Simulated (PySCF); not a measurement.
Si(Cl)2(OH)(NH2) (Cl₂H₃NOSi), SMILES N[Si](O)(Cl)Cl.

The structure is a stationary point at PBE-D3(BJ)/def2-SVP. This is a generated structure with no PubChem entry under its InChIKey; it may be hypothetical. One conformer was computed; it need not be the lowest.

Two levels are set side by side: TDA-PBE/def2-SVPD (PySCF) and TDA-B3LYP/def2-SVPD (PySCF). Vertical, same geometry. The lowest singlet is HOMO→LUMO 98 % with PBE and HOMO→LUMO 98 % with the other functional; states are paired by order. Differences are taken from unrounded values.

```csv
quantity,TDA-PBE
lowest singlet excitation (eV),5.90
lowest triplet excitation (TDA) (eV),5.67
first bright state (f over 0.05) (eV),7.31
its oscillator strength,0.07
```

### Question
These are the TDA-PBE values. What does TDA-B3LYP give? (The exact figures need the calculation; the answer reports its results.)

### Answer

```json
[
 {"quantity": "lowest singlet excitation (eV)", "TDA-B3LYP": "6.56", "TDA-PBE minus TDA-B3LYP": "-0.66"},
 {"quantity": "lowest triplet excitation (TDA) (eV)", "TDA-B3LYP": "6.22", "TDA-PBE minus TDA-B3LYP": "-0.56"},
 {"quantity": "first bright state (f over 0.05) (eV)", "TDA-B3LYP": "7.96", "TDA-PBE minus TDA-B3LYP": "-0.66"},
 {"quantity": "its oscillator strength", "TDA-B3LYP": "0.08", "TDA-PBE minus TDA-B3LYP": "-0.01"}
]
```

Functionals without exact exchange tend to place singlet excitations lower, as here. Differences between two approximate levels are no errors against the true value.

Rough cost on one machine, each run with all the roots and properties that it gave: TDA-B3LYP against TDA-PBE about 2 times.
